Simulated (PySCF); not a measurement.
**Working out the excitation energy of Be**

Be [He] 2s2 (1S) → Be [He] 2p2 (3P). Calculation: PySCF 2.14, in cc-pVQZ (5s4p3d2f1g, 55 functions); no relativity, point nucleus. Frozen: 1s2. Energies in hartree (1 hartree = 27.21139 eV):

```tsv
part	Be (lower)	Be (upper)
UHF	-14.572968	-14.336287
MP2 opposite-spin	-0.029410	0.000000
MP2 same-spin	0.000000	-0.005943
```

Question: What does Hartree-Fock give?

Answer: (-14.336287) − (-14.572968) = 0.236681 hartree = 6.440 eV.

Question: What do MP2 and SCS-MP2 (6/5 opposite-spin, 1/3 same-spin) give?

Answer: The opposite-spin parts differ by 0.800 eV and the same-spin parts by -0.162 eV. MP2: 6.440 + (0.800) + (-0.162) = 7.078 eV. SCS-MP2: 6.440 + 1.2 × (0.800) + (-0.162)/3 = 7.346 eV.

Measured between the centres of the two terms (NIST): 7.401 eV, so MP2 (valence) is off by -0.323 eV.

What remains against the reference includes basis incompleteness, the frozen core and correlation beyond second order.
